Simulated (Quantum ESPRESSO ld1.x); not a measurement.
Values are calculated unless marked as measured or tabulated.
Q: The aim is the bromine ion Br2+ in [Ar] 3d10 4s2 4p3. What will ld1.x (Quantum ESPRESSO 7.5) do with this input?

```
 &input
    zed=35.0,
    iswitch=1,
    rel=1,
    dft='PZ',
    config='[Ar] 3d10 4s2 4p3 5g1',
    prefix='ld1',
    max_out_wfc=37,
    file_charge='ld1.rho',
 /
```

A: Refused. The program stops in el_config with "l not found:G": the config string knows s, p, d and f alone.

Output (excerpt):

```
     Program LD1 v.7.5 starts

 %%%%%%%%%%%%%%%%%%%%%%%%%%%%%%%%%%%%%%%%%%%%%%%%%%%%%%%%%%%%%%%%%%%%%%%%%%%%%%
     Error in routine el_config (9):
     l not found:G
 %%%%%%%%%%%%%%%%%%%%%%%%%%%%%%%%%%%%%%%%%%%%%%%%%%%%%%%%%%%%%%%%%%%%%%%%%%%%%%

     stopping ...
```

Run on one thread of a shared host, so times are rough (Intel(R) Xeon(R) Processor @ 2.60GHz): 0.28 s of CPU time, 0.65 s wall.
